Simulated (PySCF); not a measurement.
## Excitation energy of Te by level of theory

Te [Kr] 4d10 5s2 5p4 (3P) → Te [Kr] 4d10 5s2 5p3 6s1 (5S), as a difference of total energies. Calculation: PySCF 2.14, in aug-cc-pVTZ-PP with ECP28MDF (6s5p4d2f, 55 functions); a scalar-relativistic core potential. Correlated levels: valence: 4s2 4p6 4d10 frozen. The calculations carry no spin-orbit coupling.

```tsv
method	excitation energy (cm⁻¹)
UHF	38102
LDA	43031
PBE	41919
PBE0	42641
r2SCAN	43862
r2SCAN0	43809
B97-3	43949
PBEsol	42144
wB97X	47858
MP2 (valence)	40561
SCS-MP2 (valence)	42038
```

Errors of the correlated levels include the incompleteness of this basis and the frozen core.

For comparison: 42146 cm⁻¹ (measured; NIST levels, between the centres of gravity of the two terms).
